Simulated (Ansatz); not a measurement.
Basis sets compared for the cluster Mg₅H₁₀. Total charge 0; singlet. Geometry r2SCAN-D4/def2-SVP. Ansatz on 4 threads of Arm Neoverse V1 on a shared host; times are rough, and most runs start from earlier orbitals.

```xyz
15

Mg    1.164   -1.665   -2.430
Mg   -1.759   -1.062   -0.387
Mg   -1.026    1.761   -0.024
Mg    0.267    1.088    2.621
Mg    1.471    0.359   -0.023
H     1.695   -2.491   -3.819
H     0.008    0.616    4.239
H    -2.659   -2.363    0.259
H     1.879    0.994    1.620
H     0.565    1.717   -0.934
H     2.220   -0.840   -1.117
H    -0.327   -0.042    0.765
H    -0.432   -1.217   -1.690
H    -0.729    2.393    1.630
H    -2.335    0.752   -0.709
```

Another isomer (singlet) lies 0.20 eV lower at PBE0-D4/def2-TZVP; other spin states weren't run for this one.

Binding counts from free atoms (Mg singlet, H doublet) in the same basis, without a counterpoise term.

```
           level  functions  energy (Eh)  HOMO (eV)  LUMO (eV)  binding per atom (eV)  wall time
       HF/STO-3G         55    -991.2958      -6.48       8.58                   2.89      0.2 s
 PBE-D4/def2-SVP        140   -1005.3726      -5.93      -2.34                   1.86      2.1 s
PBE0-D4/def2-SVP        140   -1005.4868      -7.09      -1.70                   1.88      2.5 s
```

Problem. Estimate the rows for HF/def2-TZVP, PBE-D4/def2-TZVP (with forces), PBE0-D4/def2-TZVP.

Solution. 
```csv
level,functions,energy (Eh),HOMO (eV),LUMO (eV),binding per atom (eV),wall time
HF/def2-TZVP,220,-1003.8580,-9.95,0.56,1.50,2.8 s
PBE-D4/def2-TZVP (with forces),220,-1005.7463,-5.93,-2.29,1.88,3.6 s
PBE0-D4/def2-TZVP,220,-1005.8603,-7.08,-1.64,1.90,4.9 s
```
